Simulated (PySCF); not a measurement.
## Two probes of the same atoms: core binding energy and nuclear shielding

Species: benzoate anion, C7H5O2 (charge -1).
Structure used (PBE0-D3(BJ)/def2-SVP), in Å, numbered top down from 1:
```
atom  x, y, z in Å
O1     2.8677   -1.2083   -0.4994
C2     2.3837   -0.1030   -0.1908
O3     2.9439    0.9878    0.0259
C4     0.8369   -0.0837   -0.0567
C5     0.1604    1.0903    0.2849
C6    -1.2294    1.1067    0.4027
C7    -1.9638   -0.0603    0.1781
C8    -1.2965   -1.2394   -0.1633
C9     0.0933   -1.2455   -0.2784
H10    0.7816    1.9755    0.4493
H11   -1.7499    2.0326    0.6710
H12   -3.0547   -0.0513    0.2691
H13   -1.8690   -2.1565   -0.3400
H14    0.6650   -2.1396   -0.5429
```

Binding energies: PySCF 2.14.0, delta-SCF UKS SCAN, pcX-2 on the ionised atom, pcseg-1 elsewhere, spin-free X2C. Shieldings: GIAO KT2/pcSseg-1, non-relativistic, same geometry.

```tsv
atom	C 1s (eV)
C2	288.06
C4	285.71
C5	286.03
C6	286.51
C7	286.54
```

What are the absolute isotropic shieldings of these atoms?

```tsv
atom	environment	C 1s (eV)	isotropic shielding (ppm)
C4	substituted aromatic carbon	285.71	42.1
C5	aromatic CH carbon	286.03	59.6
C6	aromatic CH carbon	286.51	65.9
C7	aromatic CH carbon	286.54	67.1
C2	carboxylate carbon	288.06	30.0
```

Among the listed atoms, is the one with the highest binding energy also the least shielded?

Yes: C2 has both (288.06 eV, 30.0 ppm).

By binding energy: C4 < C5 < C6 ≈ C7 < C2. By shielding: C2 < C4 < C5 < C6 < C7.

Of atoms equivalent by bonding only the ionised one is listed; its partners' own values can differ in this conformer. Spin contamination (⟨S²⟩ against 0.75 for a pure doublet) is marked for C 1s of C4 (0.87), which makes this value less certain. The species carries charge -1, so core ionisation leaves a neutral species. The basis sets have no added diffuse functions. Geometry: PBE0-D3(BJ)/def2-SVP; no solvent, vibrations or thermal averaging.
